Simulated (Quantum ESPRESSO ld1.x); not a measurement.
Values are calculated unless marked as measured or tabulated.
Nd, configuration [Xe] 4f4 6s2 (the NIST ground configuration). Code: ld1.x of Quantum ESPRESSO 7.5. Model: Dirac Kohn-Sham, BLYP, spin-unpolarised, spherical densities, point nucleus; open shells fill j = l - 1/2 first.

Spin-orbit splittings of the eigenvalues, e(l+1/2) - e(l-1/2), with zeta = 2 splitting/(2l+1) and mean radii in bohr:

shell  occ.  splitting (eV)  zeta (eV)  <r> j=l-1/2  <r> j=l+1/2
2p        6           520.3      346.9      0.08421      0.09062
3p        6               ?          ?       0.2556       0.2681
3d       10           22.45      8.980       0.2394       0.2433
4p        6           22.54      15.03       0.6238       0.6521
4d       10           3.981      1.592       0.7016       0.7117
4f        4          0.4000     0.1143        1.127        1.155
5p        6           3.026      2.017        1.669        1.764
5d        0          0.1633    0.06531        3.276        3.389
6p        0          0.1633     0.1088        6.077        6.458

Estimate the 3p splitting.

Answer. 103.8 eV (zeta = 69.23 eV).
